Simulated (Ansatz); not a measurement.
ZrN₂Cl₂H₄⁻, that is Zr(NH2)2Cl2 with one electron more. Charge -1, multiplicity 2. Geometry B3LYP-D4/def2-SVP, that of the neutral singlet; atoms count from 1.

```xyz
9

Zr    0.5171    0.3213   -0.2821
N    -1.4007    0.3533   -0.8989
H    -2.0975    1.0520   -0.6368
H    -1.8069   -0.2583   -1.6083
N     0.5359   -0.8731    1.3465
H    -0.2476   -1.3631    1.7751
H     1.3794   -1.0806    1.8841
Cl    1.2142    2.5020    0.3731
Cl    1.9061   -0.6536   -1.9529
```

In the def2 sets Zr takes a core potential; there is no spin–orbit coupling. The highest occupied level of the charge -1 doublet lies above zero (up to 1.87 eV). By energy differences it is unbound by 0.13 eV (vertical, to the charge 0 singlet, at PBE0-D4/def2-TZVPD) and held by the finite basis.

**Question.** Estimate the Mulliken populations from the PBE0/def2-TZVPD orbitals of Ansatz.

**Answer.** 
```
atom  charge (e)  spin (α − β)  d electrons
 Zr1        1.38          0.91         2.23
  N2       -0.63         -0.06            –
  H3        0.07          0.04            –
  H4        0.07          0.04            –
  N5       -0.64          0.00            –
  H6        0.07          0.00            –
  H7        0.07          0.00            –
 Cl8       -0.70          0.03            –
 Cl9       -0.70          0.03            –
```
Mulliken values and Mayer orders depend strongly on the basis. With diffuse functions, as here, like atoms can get unlike values, and bond orders can come out too low or too high.

**Question.** Where does the spin sit?

**Answer.** Summed by element: Zr 0.91, N -0.06, H 0.09, Cl 0.06, of 1 unpaired in all. Largest on single atoms: Zr1 0.91, N2 -0.06, H4 0.04.

**Question.** And the Mayer bond orders between bonded heavy atoms (over 0.3)?

**Answer.** Zr1–N2 0.98 (2.01 Å); Zr1–N5 0.80 (2.02 Å); Zr1–Cl8 0.57 (2.38 Å); Zr1–Cl9 0.57 (2.38 Å).
